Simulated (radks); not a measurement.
Excited configurations of the erbium ion Er51+: one electron is placed in a higher orbital outside [Ne] 3s2 3p4. The ground configuration is [Ne] 3s2 3p5. Calculated with a radial shooting solver on a logarithmic mesh with Libxc functionals: scalar-relativistic Kohn-Sham, r2SCAN, spin-polarised, spherical densities, finite nucleus; open shells are filled with parallel spins first (spin-orbit coupling, left out, can overturn this in heavy ions); meta-GGA in the generalised Kohn-Sham scheme; Fermi nuclear charge, rms radius 5.2516 fm. Excitation = E - E(ground); binding = E(ion) - E, where the ion is the core of charge +52; n* = 52/sqrt(2 binding) in atomic units. These energies are relativistic, and a one-electron ion of charge +52 with no core already has n* below n in this formula (scalar-relativistic equation, point nucleus: 4s 3.939, 5s 4.936, 6f 5.988, 7p 6.960, 7d 6.979). The quantum defect is therefore taken as that value minus n*, so that it holds no relativistic shift of the bare ion.

outer orbital,excitation (eV),binding (eV),n*,quantum defect,eigenvalue (eV),<r> (bohr)
4s,2105.2,2717.9,3.679,0.260,-2697.7,0.3920
5s,3141.3,1681.8,4.677,0.259,-1668.9,0.6323
6f,3780.5,1042.6,5.940,0.048,-1032.9,0.9019
7p,4021.0,802.17,6.772,0.187,-796.26,1.305
7d,4044.0,779.09,6.872,0.107,-772.84,1.305

The Delta-SCF ionisation energy is 4823.1 eV (NIST Atomic Spectra Database: 4748 eV, theoretical). Self-interaction in the functional shifts the binding energies and quantum defects, so they are the method's values and not measured ones. Open shells are spherical and high-spin; term and fine-structure splittings are not resolved. Spin-orbit splitting is averaged out at the scalar-relativistic level.
